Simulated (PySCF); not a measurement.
SnOBr, SMILES [O]=[Sn][Br], multiplicity 2. Atoms are numbered in the order given.

```xyz
3

Sn     0.3038     0.9012     0.0000
O     -1.6158     1.3384     0.0000
Br    -0.0647    -1.5933     0.0000
```
Charge 0, spin multiplicity 2.

The structure is a stationary point at r2SCAN-D4/def2-TZVP. The def2 effective core potentials stand for the cores of Sn; spin–orbit coupling is left out.

All values below come from PySCF with TDA-PBE0/def2-SVPD.

Vertical excitations. Gas-phase values at a fixed geometry.

```json
[
 {"state": "root 1", "energy (eV)": "0.78", "λ (nm)": "1584", "f": "0.000", "main pairs": "β HOMO−3→LUMO 55 %, β HOMO−1→LUMO 42 %"},
 {"state": "root 2", "energy (eV)": "1.06", "λ (nm)": "1172", "f": "0.002", "main pairs": "β HOMO→LUMO 72 %, β HOMO−4→LUMO 21 %"},
 {"state": "root 3", "energy (eV)": "3.00", "λ (nm)": "414", "f": "0.005", "main pairs": "β HOMO−2→LUMO 64 %, β HOMO−4→LUMO 19 %, β HOMO→LUMO 15 %"},
 {"state": "root 4", "energy (eV)": "3.06", "λ (nm)": "405", "f": "0.000", "main pairs": "α HOMO→LUMO 37 %, β HOMO→LUMO+1 40 %, β HOMO−1→LUMO 9 %, β HOMO−3→LUMO 6 %"},
 {"state": "root 5", "energy (eV)": "3.08", "λ (nm)": "403", "f": "0.001", "main pairs": "α HOMO→LUMO 6 %, β HOMO−1→LUMO 48 %, β HOMO−3→LUMO 36 %, β HOMO→LUMO+1 8 %"},
 {"state": "root 6", "energy (eV)": "3.31", "λ (nm)": "375", "f": "0.030", "main pairs": "β HOMO−4→LUMO 50 %, β HOMO−2→LUMO 28 %, β HOMO→LUMO 10 %"},
 {"state": "root 7", "energy (eV)": "4.02", "λ (nm)": "308", "f": "0.031", "main pairs": "α HOMO→LUMO 49 %, β HOMO→LUMO+1 46 %"},
 {"state": "root 8", "energy (eV)": "4.14", "λ (nm)": "299", "f": "0.002", "main pairs": "α HOMO−2→LUMO 35 %, β HOMO−1→LUMO+1 57 %"},
 {"state": "root 9", "energy (eV)": "4.34", "λ (nm)": "286", "f": "0.001", "main pairs": "α HOMO−1→LUMO 74 %, β HOMO−2→LUMO+1 18 %"},
 {"state": "root 10", "energy (eV)": "4.59", "λ (nm)": "270", "f": "0.007", "main pairs": "α HOMO−2→LUMO 23 %, α HOMO−3→LUMO 22 %, β HOMO−3→LUMO+1 49 %"}
]
```
Unrestricted roots are not spin-pure.
